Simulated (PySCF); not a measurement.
## Electron correlation in Ta⁴¹⁺ (tantalum, charge +41)

Starting occupation: [Ar] 3d10 4s2 4p2, 4p1/2 with m_j = -1/2, +1/2. Calculation: PySCF 2.14, in an even-tempered Gaussian basis (16 s from 5 bohr⁻², ratio 2.8; 13 p from 6.5 bohr⁻², ratio 2.8; 8 d from 12 bohr⁻², ratio 2.8; 4 f from 29 bohr⁻², ratio 3); X2C-1e with screened-nucleus spin-orbit coupling, Gaussian nucleus. Frozen: [Ne]; 22 electrons correlated; the 72 highest virtual spinors left out.

MP2 pair energies summed by pair of shells (mhartree):

```tsv
pair	energy	share (%)
3d3/2-3d5/2	-184.77	20.1
3d5/2-3d5/2	-131.79	14.3
3d5/2-3p3/2	-65.48	7.1
3d3/2-3d3/2	-55.95	6.1
3d3/2-3p3/2	-44.22	4.8
3d5/2-4s1/2	-40.71	4.4
4p1/2-4s1/2	-40.26	4.4
3d5/2-4p1/2	-40.18	4.4
4s1/2-4s1/2	-34.05	3.7
4p1/2-4p1/2	-30.70	3.3
3d3/2-4p1/2	-25.48	2.8
3d3/2-4s1/2	-25.17	2.7
3p3/2-3p3/2	-25.00	2.7
3d5/2-3p1/2	-24.76	2.7
3d5/2-3s1/2	-22.40	2.4
3p1/2-3p3/2	-21.16	2.3
3p3/2-4p1/2	-16.88	1.8
3d3/2-3p1/2	-16.29	1.8
3p3/2-4s1/2	-16.18	1.8
3d3/2-3s1/2	-14.95	1.6
3p3/2-3s1/2	-11.88	1.3
3p1/2-3s1/2	-5.43	0.6
3p1/2-3p1/2	-5.18	0.6
3p1/2-4s1/2	-5.15	0.6
3p1/2-4p1/2	-4.68	0.5
3s1/2-4p1/2	-3.77	0.4
3s1/2-3s1/2	-3.55	0.4
3s1/2-4s1/2	-3.29	0.4
```

Total MP2 correlation energy: -919.32 mhartree.

At this charge the one-electron X2C treatment keeps the bare 1/r₁₂, with no two-electron picture change or Breit term. The effect here is smaller than on the frozen 1s shell.
